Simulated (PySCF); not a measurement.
**Polarisability and C₆ of Zr (zirconium, neutral)**

[Kr] 4d2 5s2, high-spin 3F determinant. All numbers are calculated (PySCF 2.14, scalar relativity through the core potential, in aug-cc-pwCVTZ-PP with ECP28MDF). Coupled (time-dependent) response in atomic units; α is the mean over directions.

```json
{"method": "HSE06", "mean α (bohr³)": "123.0", "C₆ (like pair)": "1718", "S(−4)": "6870"}
```

S(−4) is the Cauchy moment in α(ω) = α(0) + S(−4) ω² + …

Reference α: 112 ± 13 bohr³ (recommended; Schwerdtfeger and Nagle, table of static dipole polarizabilities (2023 update)). Published C₆: 1360 (Gould and Bucko (2016)).

Spin-orbit coupling is absent.

α(iu) at HSE06:

```csv
u (hartree),α(iu) (bohr³)
0,123.0
0.0500,108.5
0.100,81.95
0.200,44.65
0.300,27.53
0.500,14.21
0.750,8.354
1.00,5.704
1.50,3.240
2.00,2.097
3.00,1.075
5.00,0.4286
```

A single London oscillator, α(iu) = α/(1 + u²/ω²), gives C₆ = (3/4) ω α². Matching the computed C₆ needs ω = 4 × 1718 / (3 × 123.0²) = 0.151 hartree.

Energies and moments cover only the electrons outside the core potential.
